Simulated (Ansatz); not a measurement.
`CN[SiH](C)F` + `CO[SiH]([SiH3])Cl` → `C[SiH](F)[SiH3]` + `CN[SiH](Cl)OC`  (redistribution)

Isolated molecules relaxed with PBE0-D4/def2-TZVP in Ansatz; ΔE leaves out vibrations. CCSD(T)/CBS is the MP2 limit (def2-TZVPP, def2-QZVPP) plus CCSD(T) − MP2 in def2-TZVPP, frozen cores. Functionals use def2-TZVPP. B3LYP here is the variant with VWN-RPA as its local correlation; programs differ in this. One conformer a species, not always the lowest.

`CN[SiH](C)F`:

```xyz
13

C     0.014    0.191    1.823
N     0.625    0.777    0.648
Si    0.665    0.109   -0.914
C    -0.988   -0.569   -1.408
F     1.703   -1.115   -1.058
H    -0.769   -0.508    1.522
H    -0.461    0.956    2.444
H     0.726   -0.362    2.446
H     1.300    1.494    0.862
H     1.177    1.174   -1.810
H    -1.297   -1.387   -0.753
H    -0.940   -0.967   -2.425
H    -1.755    0.206   -1.376
```

`CO[SiH]([SiH3])Cl`:

Z-matrix (Å, degrees):
```
C
O 1 1.413
H 1 1.096 2 111.4
H 1 1.094 2 110.8 3 -121.3
H 1 1.091 2 108.0 3 119.4
Si 2 1.632 1 124.1 3 50.2
Cl 6 2.070 2 110.4 1 62.3
Si 6 2.334 2 107.6 1 -179.0
H 6 1.488 2 110.1 1 -52.8
H 8 1.485 6 109.5 2 -59.7
H 8 1.487 6 110.2 2 60.9
H 8 1.487 6 108.9 2 -179.4
```

`C[SiH](F)[SiH3]`:

Z-matrix (Å, degrees):
```
C
Si 1 1.860
H 1 1.092 2 111.3
H 1 1.094 2 110.0 3 -119.9
H 1 1.093 2 110.6 3 120.7
F 2 1.611 1 108.7 3 -62.3
Si 2 2.346 1 112.5 3 57.7
H 2 1.489 1 110.1 3 -178.9
H 7 1.487 2 111.3 1 -179.0
H 7 1.488 2 110.7 1 -57.7
H 7 1.490 2 108.9 1 61.3
```

`CN[SiH](Cl)OC`:

Z-matrix (Å, degrees):
```
C
N 1 1.447
H 1 1.093 2 111.0
H 1 1.096 2 113.1 3 122.1
H 1 1.093 2 109.6 3 -118.1
Si 2 1.688 1 124.0 3 144.4
H 2 1.008 1 114.5 3 -57.5
O 6 1.625 2 106.3 1 -168.1
Cl 6 2.077 2 114.6 1 73.1
H 6 1.479 2 109.6 1 -43.5
C 8 1.410 6 126.6 2 -166.3
H 11 1.095 8 111.1 6 -68.7
H 11 1.094 8 111.4 6 52.7
H 11 1.091 8 107.9 6 172.3
```

Task: Is it downhill or uphill in electronic energy at CCSD(T)/CBS, and by how much? (Estimate.)

Result: The calculation gave: Uphill: ΔE = +5.7 kJ/mol.

Task: What do these levels give: PBE0-D4, ωB97X-V, ωB97M-V, PBE, r2SCAN, PBE0, B3LYP, HF/def2-TZVPP, MP2/def2-TZVPP, CCSD/def2-TZVPP, HF/def2-QZVPP, CCSD/CBS(def2)? (Best estimate.)

Result: Ansatz gave: PBE0-D4 4.3, ωB97X-V 5.0, ωB97M-V 5.4, PBE 4.7, r2SCAN 3.3, PBE0 4.0, B3LYP 4.9, HF/def2-TZVPP 3.5, MP2/def2-TZVPP 6.0, CCSD/def2-TZVPP 5.2, HF/def2-QZVPP 3.2, CCSD/CBS(def2) 5.3 kJ/mol.

Largest T1 diagnostic among the species: 0.012.
